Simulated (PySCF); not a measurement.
5-ethynylpyrimidine (C6H4N2), SMILES c1ncncc1C#C.

The structure is a stationary point at PBE0-D3(BJ)/def2-SVP.

Two levels are set side by side: PBE/def2-TZVP (PySCF) and ωB97X/def2-TZVP (PySCF). Same geometry, gas phase. Differences are taken from unrounded values.

```json
[
 {"quantity": "orbital gap (eV)", "ωB97X": "10.06", "PBE": "3.37", "PBE minus ωB97X": "-6.69"},
 {"quantity": "highest occupied level (eV)", "ωB97X": "-9.73", "PBE": "-6.01", "PBE minus ωB97X": "3.73"},
 {"quantity": "lowest empty level (eV)", "ωB97X": "0.32", "PBE": "-2.63", "PBE minus ωB97X": "-2.96"},
 {"quantity": "dipole moment (D)", "ωB97X": "1.95", "PBE": "1.93", "PBE minus ωB97X": "-0.02"}
]
```

Without exact exchange PBE keeps part of each electron's self-repulsion, which lifts occupied levels and narrows the gap. Differences between two approximate levels are no errors against the true value.

Rough cost on one machine, each run with all the roots and properties that it gave: ωB97X against PBE within a factor of 2.
